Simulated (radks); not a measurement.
Isoelectronic series with 39 electrons, each ion in its NIST ground configuration. Calculated with a radial shooting solver on a logarithmic mesh with Libxc functionals: scalar-relativistic Kohn-Sham, PBEsol, spin-polarised, spherical densities, point nucleus; open shells are filled with parallel spins first (spin-orbit coupling, left out, can overturn this in heavy ions). Total energies (hartree) and mean radii <r> (bohr) (* marks an orbital that is empty in some or all of the ions):

ion	configuration	E (hartree)	4d down*	5s up*	4d up	4p down
Zr+	[Kr] 4d2 5s1	-3596.26926	2.094	3.344	2.134	1.361
Nb2+	[Kr] 4d3	-3816.79995	1.850	2.998	1.840	1.285
Mo3+	[Kr] 4d3	-4044.70309	1.608	2.666	1.601	1.208
Tc4+	[Kr] 4d3	-4279.97403	1.439	2.415	1.434	1.139
Ru5+	[Kr] 4d3	-4522.62918	1.312	2.216	1.308	1.077
Rh6+	[Kr] 4d3	-4772.69137	1.211	2.053	1.207	1.023
Pd7+	[Kr] 4d3	-5030.18773	1.127	1.916	1.124	0.9736
Ag8+	[Kr] 4d3	-5295.14871	1.057	1.798	1.054	0.9293
Cd9+	[Kr] 4d3	-5567.60742	0.9957	1.697	0.9935	0.8891
In10+	[Kr] 4d3	-5847.59938	0.9424	1.607	0.9405	0.8524
Sn11+	[Kr] 4d3	-6135.16227	0.8954	1.528	0.8936	0.8187
Sb12+	[Kr] 4d3	-6430.33578	0.8533	1.456	0.8518	0.7877
Te13+	[Kr] 4d3	-6733.16157	0.8155	1.392	0.8141	0.7591
